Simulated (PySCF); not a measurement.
BFBr2, SMILES FB(Br)Br. Geometry optimised at B3LYP-D3(BJ)/def2-SVP.

These are PySCF 2.14.0 with B3LYP-D3(BJ)/def2-SVP values and carry that method's errors.

Harmonic wavenumbers (cm⁻¹): 170, 305, 419, 470, 874, 1329. Rotational constants (GHz): 5.607, 1.131, 0.9413; symmetry number 2.

Problem. Work out the zero-point energy and the ideal-gas rigid-rotor harmonic-oscillator thermochemistry at 298.15 K and 1 atm.

Solution. ZPE = ½ Σ hcν = ½ × 3566 cm⁻¹ = 5.10 kcal/mol. H − E(el) = 8.49 kcal/mol. Entropy in cal/(mol K): translation 41.63, rotation 27.00, vibration 5.64, total 74.27. G − E(el) = -13.65 kcal/mol. Cp = 14.91 cal/(mol K).
